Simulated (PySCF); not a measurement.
Start geometry of `CC1=CO[Si@H]1O` from GFN2-xTB (Å):
```
atom  x, y, z in Å
C1     1.5626    0.7993   -0.6280
C2     0.4580    0.0622    0.0522
C3     0.4198   -0.5367    1.2361
O4    -0.7720   -1.1441    1.3679
Si5   -1.2604   -0.7044   -0.2134
O6    -2.6459    0.1374   -0.2745
H7     2.3836    0.9984    0.0479
H8     1.9227    0.2714   -1.4988
H9     1.1685    1.7886   -0.9730
H10    1.1208   -0.6284    2.0804
H11   -1.4427   -1.8193   -1.0880
H12   -2.8755    0.7474    0.4263
```

Task: What comes out of this run: PBE0-D3(BJ)/def2-SVP geometry optimisation, gas phase in PySCF 2.14.0?

Result: 
```
atom  x, y, z in Å
C1     1.3680    0.8339   -0.6008
C2     0.3407    0.0254    0.1049
C3     0.3919   -0.6503    1.2756
O4    -0.7943   -1.2926    1.5503
Si5   -1.3414   -0.7342   -0.0018
O6    -2.7375    0.1414    0.0328
H7     2.2978    0.9053   -0.0145
H8     1.6258    0.3998   -1.5808
H9     1.0168    1.8608   -0.7940
H10    1.2030   -0.7814    2.0048
H11   -1.6152   -1.8526   -0.9314
H12   -2.7293    0.9466    0.5599
```

The energy falls by 5.9 kcal/mol over 13 energy and gradient evaluations, the largest force component goes from 0.0362 to 3.1e-04 Eh/bohr, and the atoms move by 0.128 Å rms after alignment. Among the bonds, C2–Si5 and Si5–H11 change most and about equally (-0.052 to +0.051 Å). Bonds longer at the end by more than 0.005 Å: 8 of 12; shorter: 3. Among the angles that change most is C3–O4–Si5, from 92.7° to 86.7°. Among the dihedrals that turn most is O4–Si5–O6–H12, from 34° to 60°. Rotational constants go from 5074, 2378, 1807 to 4808, 2451, 1810 MHz. The orientation of the end geometry is arbitrary; only internal coordinates are fixed.

The run used 118 basis functions and 84 SCF cycles in all. Time: 60 s; peak memory 0.49 GiB. Hardware: one thread of an Arm Neoverse V2, on a shared host.

Whether it is a minimum is left open (no frequencies). The numbers are those of one conformer.
